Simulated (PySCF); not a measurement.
Two species compared at the same levels of theory.

First species: C4H12Ge.
InChI=1S/C4H12Ge/c1-4-5(2)3/h5H,4H2,1-3H3

Second species: C₄H₁₂Ge.
SMILES with atom numbers: `[CH3:1][CH2:2][C@H:3]([CH3:4])[GeH3:5]` (hydrogens: H6, H7, H8 on C1; H9, H10 on C2; H11 on C3; H12, H13, H14 on C4; H15, H16, H17 on Ge5)

Structure used (PBE0-D3(BJ)/def2-SVP), in Å, numbered top down from 1:
```xyz
17
C4H12Ge angstrom
C     -1.2898    1.4012    0.1734
C     -1.0471   -0.0506    0.5543
C      0.0990   -0.7352   -0.1924
C      0.2133   -2.2081    0.1888
Ge     1.8317    0.1721    0.0856
H     -2.1725    1.8069    0.6901
H     -1.4594    1.5076   -0.9103
H     -0.4345    2.0448    0.4349
H     -0.8626   -0.1230    1.6415
H     -1.9703   -0.6319    0.3738
H     -0.1014   -0.6636   -1.2773
H      0.4507   -2.3296    1.2589
H     -0.7380   -2.7367    0.0069
H      0.9970   -2.7266   -0.3842
H      1.9302    1.5087   -0.6758
H      2.0315    0.4502    1.5915
H      2.9740   -0.7438   -0.3999
```

Levels: CAM-B3LYP/def2-SVPD for dipole moment, HOMO energy, LUMO energy, HOMO–LUMO gap, static isotropic polarisability and electronic spatial extent ⟨r²⟩ about the centre of nuclear charge; TDDFT CAM-B3LYP/def2-SVPD for lowest singlet excitation; TDA CAM-B3LYP/def2-SVPD for lowest triplet excitation (Tamm–Dancoff); ΔSCF CAM-B3LYP/def2-SVPD for vertical ionisation energy; PBE0-D3(BJ)/def2-SVP for rotational constant A and rotational constant C. Geometries: PBE0-D3(BJ)/def2-SVP. Each species is one conformer at its optimised geometry, gas phase, non-relativistic unless stated; the electronic structure was computed with PySCF and density fitting.

Dipoles, sizes and rotational constants follow the conformer. The torsions of the flexible species, by atom-mapped SMILES:
- `[CH3:1][CH2:2][GeH:3]([CH3:4])[CH3:5]`: C1–C2–Ge3–C4 63°
- `[CH3:1][CH2:2][C@H:3]([CH3:4])[GeH3:5]`: C1–C2–C3–C4 -176°

```tsv
property	column X	column Y
dipole moment	0.47 D	0.89 D
HOMO energy	-9.16 eV	-9.22 eV
LUMO energy	1.15 eV	1.09 eV
HOMO–LUMO gap	10.31 eV	10.31 eV
lowest singlet excitation	7.49 eV	7.50 eV
lowest triplet excitation (Tamm–Dancoff)	7.31 eV	7.23 eV
static isotropic polarisability	81.1 au	82.4 au
vertical ionisation energy	9.88 eV	9.94 eV
electronic spatial extent ⟨r²⟩ about the centre of nuclear charge	777 bohr²	867 bohr²
rotational constant A	3.803 GHz	3.675 GHz
rotational constant C	1.990 GHz	1.468 GHz
```

Task: Which column belongs to which species?

Result: Column X is the first species and column Y the second. The first has 17 atoms and 68 electrons, the second 17 and 68.

Task: How does each property change from the first species to the second?

Result: dipole moment +0.42 D; HOMO energy -0.06 eV; LUMO energy -0.06 eV; HOMO–LUMO gap 0.00 eV; lowest singlet excitation +0.01 eV; lowest triplet excitation (Tamm–Dancoff) -0.08 eV; static isotropic polarisability +1.3 au; vertical ionisation energy +0.06 eV; electronic spatial extent ⟨r²⟩ about the centre of nuclear charge +90 bohr²; rotational constant A -0.128 GHz; rotational constant C -0.522 GHz.

On the first: In wavenumbers S1 is 60400 cm⁻¹ (1 eV = 8065.54 cm⁻¹). The dipole matches unit charges of opposite sign 0.10 Å apart (1 e·Å = 4.8032 D). The calculation is non-relativistic and has no spin–orbit coupling, an omission that weighs most on germanium.

On the second: The dipole matches unit charges of opposite sign 0.19 Å apart (1 e·Å = 4.8032 D). The polarisability is 12.22 Å³ as a volume (1 au = 0.148185 Å³), or 1.21 au for each of the 68 electrons. The calculation is non-relativistic and has no spin–orbit coupling, an omission that weighs most on germanium.
